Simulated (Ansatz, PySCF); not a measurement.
Complex: HBr (SMILES Br) (first 2 atoms) with H4OSi (SMILES O[SiH3]); geometry from B3LYP-D3(BJ)/def2-TZVP, rigid monomers moved along the line of their centres of mass till Br1···H5 is 4.87 Å.
(charge 0, multiplicity 1):
```csv
atom,x (Å),y (Å),z (Å)
Br,-0.4673,-1.3769,-0.0963
H,0.4134,-0.3081,0.2541
O,-0.7557,0.7562,5.2074
Si,0.8441,1.0926,5.4083
H,-1.0028,0.1682,4.4862
H,1.6278,-0.1002,5.8099
H,0.9259,2.1315,6.4524
H,1.4463,1.6123,4.1479
```

Monomers are frozen at their geometry in the pair; levels with a basis set take the counterpoise correction.

Cores are frozen in the correlated methods. Filled d and f shells under p-block atoms count as core. CBS(a, b) extrapolates the correlation energy as X⁻³ and adds the Hartree–Fock energy of set b.

The values were computed with Ansatz (Gaussian basis) for Hartree–Fock, density functionals and correlated methods; PySCF for the dispersion terms. Each number belongs to the level named beside it.

PBE/def2-TZVPPD gives -0.8 kJ/mol for the interaction energy.

### Question
How do the other levels lie against it? Give each less PBE: PBE-D3(BJ)/def2-TZVPPD, r2SCAN/def2-TZVPPD, PBE0/def2-TZVPPD, wB97M-V/def2-TZVPPD, MP2/CBS(def2-SVPD, def2-TZVPPD), CCSD(T)/CBS(def2-SVPD, def2-TZVPPD).

### Answer
PBE-D3(BJ)/def2-TZVPPD -0.6; r2SCAN/def2-TZVPPD 0.1; PBE0/def2-TZVPPD 0.1; wB97M-V/def2-TZVPPD -0.3; MP2/CBS(def2-SVPD, def2-TZVPPD) -0.3; CCSD(T)/CBS(def2-SVPD, def2-TZVPPD) -0.3 kJ/mol. 2 of 6 lie above PBE; the widest gap is to PBE-D3(BJ)/def2-TZVPPD.

Ansatz is a program for electronic structure.
